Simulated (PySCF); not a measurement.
Species: C₄H₇ClFSi (doublet state).
Structure used (GFN2-xTB), in Å, numbered top down from 1:
```xyz
14
C4H7ClFSi angstrom
F     -1.4080   -2.0702    0.8471
C     -0.6932   -0.9898    0.4716
C     -1.3367    0.3368    0.5022
Si     0.0279    1.4906   -0.1845
C      1.3637    0.1277   -0.0888
C      0.5694   -1.1577   -0.1583
Cl     0.2254   -1.4280   -2.0754
H     -2.2529    0.3287   -0.0959
H     -1.6560    0.5834    1.5186
H      0.3092    2.6083    0.7175
H     -0.2580    1.9321   -1.5462
H      1.8915    0.1528    0.8665
H      2.1175    0.1626   -0.8705
H      1.0995   -2.0776    0.0737
```

The hyperfine couplings belong to this conformer and change with its torsions.

As a line formula: `F[C]1C[SiH2]C[C@@H]1Cl` [radical].

Method: UKS B3LYP, pcH-1 on C Cl F H Si, non-relativistic, mean-field spin-orbit, GIAO in PySCF 2.14.0. Geometry: GFN2-xTB, one conformer, isolated molecule. A GFN2-xTB geometry isn't a minimum of the functional, and hyperfine couplings can be far from their values at a DFT geometry. The SCF solution wasn't tested for stability.

Break the g tensor into its mass correction, gauge correction and orbital-Zeeman/spin–orbit terms.

```
                    Δg (ppt)      1      2      3
relativistic mass correction  -0.23  -0.23  -0.23
            gauge correction   0.00   0.03   0.03
   orbital Zeeman/spin–orbit   0.27   3.97   7.93
                       total   0.04   3.76   7.73
```

So g = 2.00236, 2.00608, 2.01005 and g_iso = 2.00616; the tensor is rhombic: the two nearest values differ by 48 % of g3 − g1. Axes: g1 points within 7° of the C6–Cl7 bond and g2 points within 5° of the F1–C2 bond.

What effective moment and Curie constant follow for a powder?

With the mean of g² = 4.0247 and S(S+1) = 0.75: μ_eff = √(⟨g²⟩S(S+1)) = 1.737 μB and χT = 0.12505·⟨g²⟩·S(S+1) = 0.377 cm³ K/mol (cgs; spin-Hamiltonian part alone).

At 34.075 GHz, how far is the centre of the isotropic spectrum from where a free electron (g = 2.002319) resonates?

B = hν/(g μB) with μB/h = 13.99624 MHz/mT gives 1215.88 mT for the free electron and 1213.55 mT at g_iso, 2.33 mT lower.

Average each term over the three axes. Which is largest in size?

The orbital-Zeeman/spin–orbit term 4.06, the mass correction -0.23 and the gauge correction 0.02 ppt, for a total of 3.84 ppt. The orbital-Zeeman/spin–orbit term is the largest in size. The mass correction is the same along every axis, so the anisotropy comes from the other two: their spans along these axes are 0.03 (gauge) and 7.66 ppt (orbital Zeeman/spin–orbit).

In a frozen sample, at which fields do the three g values resonate at 9.5, 34, 94 and 263 GHz (hyperfine left aside), and which band first spreads them over more than twice a line width of 1.0 mT?

| band | GHz | B(g3) mT | B(g2) mT | B(g1) mT | spread mT |
| --- | --- | --- | --- | --- | --- |
| X | 9.5 | 337.68 | 338.35 | 338.98 | 1.30 |
| Q | 34.0 | 1208.54 | 1210.93 | 1213.18 | 4.64 |
| W | 94.0 | 3341.25 | 3347.87 | 3354.08 | 12.83 |
| J | 263.0 | 9348.40 | 9366.91 | 9384.30 | 35.90 |

The spread grows in proportion to the frequency. Q band is the first where it exceeds 2.0 mT.

Largest spin populations (Mulliken): C2 (+0.73), Cl7 (+0.21) and C3 (-0.07). The positive populations add up to 1.11 and the negative ones to -0.11, together 2S = 1. The angles at C2 add up to 359.1°, so it is planar.

The HOMO–LUMO gaps are 5.83 eV among the α and 5.19 eV among the β orbitals.
